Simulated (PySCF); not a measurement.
# Radial density of Be (beryllium, neutral)

UHF, [He] 2s2, closed-shell 1S. Calculation: PySCF 2.14, in 6-31G*; no relativity, point nucleus.

| r (bohr) | 4πr²ρ (e/bohr) |
| --- | --- |
| 0.00757 | 0.02372 |
| 0.0127 | 0.06541 |
| 0.0214 | 0.1739 |
| 0.0360 | 0.4355 |
| 0.0606 | 1.017 |
| 0.102 | 2.074 |
| 0.171 | 3.427 |
| 0.288 | 3.965 |
| 0.485 | 2.593 |
| 0.816 | 0.7841 |
| 1.37 | 0.5901 |
| 2.31 | 0.7997 |
| 3.88 | 0.2749 |
| 6.53 | 0.006667 |
